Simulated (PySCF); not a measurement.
A structure optimised at PBE-D3(BJ)/def2-SVP, used in a PySCF frequency run:

```
C
H 1 1.1120
H 1 1.1233 2 105.69
N 1 1.4512 2 108.42 3 122.78
H 4 1.0277 1 109.42 2 179.19
C 4 1.4516 5 109.72 1 -125.63
H 6 1.1086 4 110.03 5 -54.40
H 6 1.1111 7 107.19 4 119.31
H 6 1.1225 7 107.83 8 114.65
C 1 1.5392 2 108.83 3 -117.02
H 10 1.1117 1 108.31 2 -64.21
H 10 1.1143 11 105.83 1 117.02
C 10 1.4587 11 110.42 12 118.02
C 13 1.2228 12 150.75 10 177.96
H 14 1.0806 12 161.26 10 179.56
```
Charge 0, spin multiplicity 1.

Task: Write its SMILES and formula.

Result: C#CCCNC, C₅H₉N

Task: What are its rotational constants (standard atomic weights)?

Result: 16.446, 1.3513, 1.2833 GHz
